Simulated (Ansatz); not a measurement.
Two isomers of C2H5Ga: A = `[CH2]1[CH2][GaH]1`, B = `C=[CH][GaH2]`.

Calculated with Ansatz (gas phase, PBE0-D4/def2-TZVP geometries, no zero-point term in ΔE). CCSD(T)/CBS is the MP2 limit (def2-TZVPP, def2-QZVPP) plus CCSD(T) − MP2 in def2-TZVPP, frozen cores. DFT in def2-TZVPP. B3LYP here is the variant with VWN-RPA as its local correlation; programs differ in this. For Ga outer-core shells are correlated without core-valence functions, which leaves a few kJ/mol of doubt a bond. Scalar relativity is left out up to krypton.

A:

Z-matrix (Å, degrees):
```
C
Ga 1 1.940
C 1 1.560 2 66.3
H 1 1.087 2 120.3 3 -107.5
H 1 1.087 2 120.1 3 107.4
H 2 1.534 1 156.3 3 180.0
H 3 1.087 1 116.1 2 113.5
H 3 1.087 1 116.0 2 -113.2
```

B:

```xyz
8

C     0.365   -1.311    0.290
C    -0.559   -0.406   -0.037
Ga   -0.073    1.469   -0.261
H     1.407   -1.036    0.440
H     0.132   -2.365    0.424
H    -1.582   -0.753   -0.171
H     1.439    1.839   -0.039
H    -1.131    2.562   -0.644
```

Which isomer does CCSD(T)/CBS put lower? Give the gap. (Estimate.)

The calculation gave: B, by 81.6 kJ/mol.

Give E(B) − E(A) in kJ/mol with B3LYP, CCSD(T)/def2-TZVPP, HF/def2-TZVPP, MP2/def2-TZVPP, CCSD/def2-TZVPP, PBE-D4, BLYP-D4. (Best estimate.)

The calculation gave: B3LYP -92.2, CCSD(T)/def2-TZVPP -84.9, HF/def2-TZVPP -125.0, MP2/def2-TZVPP -73.6, CCSD/def2-TZVPP -87.8, PBE-D4 -68.5, BLYP-D4 -94.1. None reverses the order clearly.

Does the order hold for the free energy at 298.15 K (harmonic terms from PBE0-D4)? (An estimate is asked.)

The calculation gave: Yes: G(B) − G(A) = -92.8 kJ/mol.

Largest T1 diagnostic: 0.013.

At CCSD(T), def2-SVP lies −13.7 kJ/mol from the extrapolated value and def2-TZVPP −3.3 kJ/mol. Leaving LDA and LC-ωPBE aside and taking each functional with its dispersion term where it has one, the values, not all of them listed here, spread over 29.4 kJ/mol, from BHLYP-D4 to PBE-D4. LDA lies +19.1 kJ/mol from PBE without D4.
